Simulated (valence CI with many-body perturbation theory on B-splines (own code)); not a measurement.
# Ru13+: calculated level list

Calculated by valence CI with perturbative core correlation (CI+MBPT): three valence electrons over a frozen Dirac-Fock core [Ar] 3d10, radial functions for each j: 11 s, 11 p, 10 d, 8 f, 5 g, 2 h, with the one-electron correlation potential Σ1, the two-electron term Σ2, the three-electron term Σ3, Breit, model QED; selected CI, second order for the rest, scaled by the run's own slope (own B-spline code, finite nucleus).

No measured levels were compared; by estimate levels hold to about 250 cm⁻¹ or 0.2 % of their energy and the worst to 1 %, as in measured heavy ions of charge 2 to 7; those with d or f electrons hold less well.

Levels 91 to 135 of 192, with energies above the lowest level, 4s2 4p 2P°_1/2. "Leading %" is the weight of the configuration and term that name the level; weights of strongly mixed levels are sums over their largest components and can fall short. Lifetimes count E1, E2, E3, M1 and M2 decay at the calculated energies, and are blank where another channel may lead or the interval is too uncertain; long ones can be off by a factor of two.

```tsv
No.	Configuration	Term	J	E (cm⁻¹)	Leading %	Second component	g	Lifetime
91	4s 4p 5s	4P°	3/2	1204000	88	10 % 4s 4p 5s 2P°	1.690	5.97 ps
92	4s 4d2	4P	1/2	1205100	98		2.665	6.95 ps
93	4s 4d2	4P	5/2	1206300	46	22 % 4s 4d2 2D	1.348	7.52 ps
94	4s 4d2	4P	3/2	1206400	86	7 % 4s 4d2 2D	1.618	7.21 ps
95	4s 4p 4f	4D	3/2	1206800	43	30 % 4s 4d2 4F	0.772	7.04 ps
96	4s 4d2	4F	5/2	1209100	42	34 % 4s 4p 4f 4F	1.098	6.20 ps
97	4s 4d2	2D	3/2	1209900	46	23 % 4s 4p 4f 2D	0.892	8.05 ps
98	4s 4d2	4F	7/2	1211000	51	38 % 4s 4p 4f 4F	1.246	5.85 ps
99	4s 4d2	4P	5/2	1211400	52	18 % 4s 4d2 2D	1.380	8.12 ps
100	4s 4d2	4F	9/2	1212400	60	35 % 4s 4p 4f 4F	1.327	5.71 ps
101	4s 4p 5s	2P°	1/2	1218400	94		0.742	5.35 ps
102	4s 4p 4f	2G	7/2	1231400	40	29 % 4s 4p 4f 2F	1.004	9.29 ps
103	4s 4p 5s	4P°	5/2	1233000	99		1.601	6.51 ps
104	4s 4p 4f	2F	5/2	1233100	54	35 % 4s 4d2 2F	0.871	11.4 ps
105	4s 4d2	2F	7/2	1239400	35	27 % 4s 4p 4f 2G	1.060	10.3 ps
106	4s 4p 5s	2P°	3/2	1248600	89	8 % 4s 4p 5s 4P°	1.367	4.56 ps
107	4s 4p 4f	2G	9/2	1253100	85	10 % 4s 4d2 2G	1.111	8.18 ps
108	4s 4p 4f	2D	5/2	1257100	48	24 % 4s 4d2 2D	1.157	6.30 ps
109	4s 4p 4f	2D	3/2	1267900	38	32 % 4s2 5d 2D	0.800	8.42 ps
110	4s 4d2	2S	1/2	1276000	64	25 % 4s 4d2 2P	1.601	6.00 ps
111	4s2 5d	2D	5/2	1277100	82	10 % 4s 4p 4f 2D	1.197	12.4 ps
112	4s2 5d	2D	3/2	1277900	56	28 % 4s 4p 4f 2D	0.802	9.54 ps
113	4s 4d2	2P	1/2	1283800	59	28 % 4s 4d2 2S	1.070	5.93 ps
114	4s 4d2	2P	3/2	1284900	81	12 % 4p2 4d 2P	1.320	5.58 ps
115	4s 4p 4f	2D	3/2	1294900	72	8 % 4s 4d2 2D	0.805	7.32 ps
116	4s 4p 4f	2D	5/2	1297000	68	13 % 4s 4d2 2D	1.197	7.77 ps
117	4s 4p 4f	2F	5/2	1299500	41	34 % 4s 4d2 2F	0.888	4.31 ps
118	4s 4d2	2F	7/2	1300400	36	31 % 4s 4p 4f 2F	1.114	4.34 ps
119	4s 4p 4f	2G	9/2	1301700	53	39 % 4s 4d2 2G	1.113	4.63 ps
120	4s 4p 5p	4D	1/2	1303900	71	24 % 4s 4p 5p 2P	0.236	10.5 ps
121	4s 4p 5s	2P°	1/2	1306600	95		0.688	4.13 ps
122	4s 4p 4f	2G	7/2	1307100	51	33 % 4s 4d2 2G	0.915	4.74 ps
123	4s 4p 5s	2P°	3/2	1308000	94		1.343	5.02 ps
124	4s 4p 5p	4D	3/2	1313300	63	24 % 4s 4p 5p 2P	1.227	10.3 ps
125	4s 4p 5p	4P	1/2	1324100	86	7 % 4s 4p 5p 2S	2.507	13.7 ps
126	4s 4p 5p	4P	3/2	1325700	32	20 % 4s 4p 5p 2P	1.456	11.2 ps
127	4s 4p 5p	2P	1/2	1330500	63	24 % 4s 4p 5p 4D	0.668	8.24 ps
128	4s 4p 5p	4D	5/2	1332500	79	14 % 4s 4p 5p 4P	1.393	13.3 ps
129	4s 4p 5p	4P	3/2	1340000	37	34 % 4s 4p 5p 2D	1.332	10.2 ps
130	4s 4p 5p	2D	3/2	1350600	31	22 % 4s 4p 5p 4P	1.371	9.73 ps
131	4s 4p 5p	4P	5/2	1352900	58	24 % 4s 4p 5p 2D	1.465	11.6 ps
132	4s 4p 5p	4D	7/2	1359900	99		1.429	12.7 ps
133	4s 4p 5p	4S	3/2	1366100	55	25 % 4s 4p 5p 2P	1.664	10.9 ps
134	4s 4p 5p	2D	5/2	1372000	72	25 % 4s 4p 5p 4P	1.304	9.25 ps
135	4s 4p 5p	2S	1/2	1385300	80	12 % 4s 4p 5p 2P	1.859	8.70 ps
```

Names give the largest LS component (configuration and term), which can be under half, so a name can repeat, a term be missing and a line seem to break the LS rules; names also repeat where a configuration has a term twice.

Where two levels of one J and parity lie close, their mixing, g and order are uncertain.
